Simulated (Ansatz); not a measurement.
**Reading a saddle point**

A first-order saddle point of BH4ClO3, closed shell, PBE0-D4/def2-TZVP, with one imaginary mode of 435i cm⁻¹:

```
9
angstrom
B -0.2548 -0.0599 -0.2507
O 1.1366 0.5778 -0.2013
O -0.3927 -1.2735 -0.8372
O -1.1956 0.9146 -0.3233
H 1.2471 0.2694 0.8253
Cl 0.2887 -0.5972 1.9826
H 1.0426 1.5409 -0.2332
H 0.2087 -1.9415 -0.5013
H -2.0807 0.5694 -0.4608
```

Ansatz 0.2.0; basis: def2-TZVPP and def2-QZVPP; cores frozen in the correlated methods. Extrapolation: Hartree–Fock as exp(−7.88 √X), correlation as X^−2.97.

(1) Which contacts change along the imaginary mode, and what lies on either side? (Judge from chemistry; the calculation decides.)

(2) Which side is lower, and how far does the saddle lie above each? (An estimate is asked for; the value comes from the calculation.)

T1 diagnostic: at most 0.012.

Results:

(1) By the calculation: The step is BH₃O₃ ([OH][B]([OH])[OH]) + HCl → BH₂ClO₂ ([OH][B]([OH])[Cl]) + H₂O, with the molecules in contact on both sides. Shortening one way: B1–Cl6, O2–H5; lengthening the same way: B1–O2, H5–Cl6.
```json
{"pair": "B1–Cl6", "one side (Å)": "3.68", "saddle (Å)": "2.36", "other side (Å)": "1.77"}
{"pair": "O2–H5", "one side (Å)": "1.81", "saddle (Å)": "1.08", "other side (Å)": "0.96"}
{"pair": "B1–O2", "one side (Å)": "1.38", "saddle (Å)": "1.53", "other side (Å)": "3.78"}
{"pair": "H5–Cl6", "one side (Å)": "1.30", "saddle (Å)": "1.73", "other side (Å)": "3.45"}
```

(2) Computed: The side with B1–O2, H5–Cl6 short is lower by 0.485 eV; the saddle lies 1.230 eV above it and 0.744 eV above the other (CCSD(T) at an estimated basis limit (MP2 extrapolated from triple and quadruple zeta, plus CCSD(T) − MP2 in triple zeta); electronic energies).

Hydrogen chloride, the by-product of chloride precursors, can attack films and sites by steps of this kind.

Labels in which every atom is bracketed show which atoms are joined, not bond orders.

For scale, one of the runs: CCSD(T)/def2-TZVPP, 222 basis functions, launched by `ansatz run in.yaml --threads 4 --pin off --events-out ev --progress --plain --max-ram 9574MiB`. The run took 93 s on 4 CPU threads of an Arm Neoverse V2 (shared host), with 3.7 GiB of host memory at its peak.
